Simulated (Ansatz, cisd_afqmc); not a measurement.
Species: Cl, charge 0, doublet.

Total energies in cc-pVQZ-DK, 7 correlated electrons, 5 frozen orbitals. Radicals and triplets start from unrestricted determinants; spin-orbit coupling is neglected. The -DK rows use spin-free X2C. The Monte Carlo rows (phaseless AFQMC, CISD trial, step 0.005/hartree) carry one-sigma bars that omit the constraint's bias. Outlying blocks are dropped, and bars are widened where a walk drifts. Over all cases where full CI ran beside it in this data, AFQMC minus full CI had a median of +0.1 mEh and passed +0.4 mEh in a tenth of the cases.

| method | program | energy (Eh) | minus CCSDT(Q) (mEh) |
|---|---|---|---|
| HF | Ansatz | -460.89900 | 205.17 |
| MP2 | Ansatz | -461.07401 | 30.16 |
| CCSD | Ansatz | -461.09611 | 8.06 |
| CCSD(T) | Ansatz | -461.10324 | 0.93 |
| CCSDT(Q) | Ansatz | -461.10417 | 0.00 |
| AFQMC/CISD | cisd_afqmc | -461.1036 ± 0.0001 | 0.6 ± 0.1 |

Ansatz is a quantum-chemistry and plane-wave program.
